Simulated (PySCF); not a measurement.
# A small calculation by hand: chemical shift, span and skew from a shielding tensor

C₂H₉NOSi, SMILES CC[Si@@H](N)O. Atoms are numbered in the order given.

```xyz
14

C      2.1396    -0.9327     0.2384
C      1.1525     0.1502     0.6832
Si    -0.3876     0.2730    -0.3838
N     -1.2236    -1.2306    -0.3122
O     -1.3690     1.5193     0.1655
H      3.0150    -0.9952     0.9052
H      1.6566    -1.9225     0.2190
H      2.5154    -0.7396    -0.7801
H      1.6474     1.1396     0.7082
H      0.8198    -0.0294     1.7238
H     -0.0320     0.5068    -1.8198
H     -1.4758    -1.6094     0.5967
H     -1.9605    -1.4248    -0.9837
H     -0.9939     2.4073     0.1363
```
Charge 0, spin multiplicity 1.

Geometry optimised at r2SCAN-D4/def2-SVP. The structure was generated by enumeration; whether it is a known compound was not checked. The values are those of a single conformer.

GIAO shieldings from PBE0/pcSseg-1 run with PySCF, non-relativistic, no solvent. The symmetric part of the tensor of C2 has the principal values 165.9, 169.8, 184.0 ppm. The same nucleus in TMS has σ = 186.3 ppm at this level (PySCF, at its B3LYP-D3(BJ)/def2-TZVP geometry).

Work out the isotropic shielding, the ¹³C shift against TMS, the span and the skew.


σ(iso) = (σ11 + σ22 + σ33)/3 = 173.2 ppm. δ = σ(ref) − σ(iso) = 186.3 − (173.2) = 13.1 ppm.
Span Ω = σ33 − σ11 = 18.1 ppm. Skew κ = 3(σ(iso) − σ22)/Ω = 0.57. Tumbling in solution averages the tensor to δ; in a static solid the shielding alone would spread this spin-1/2 line over Ω.
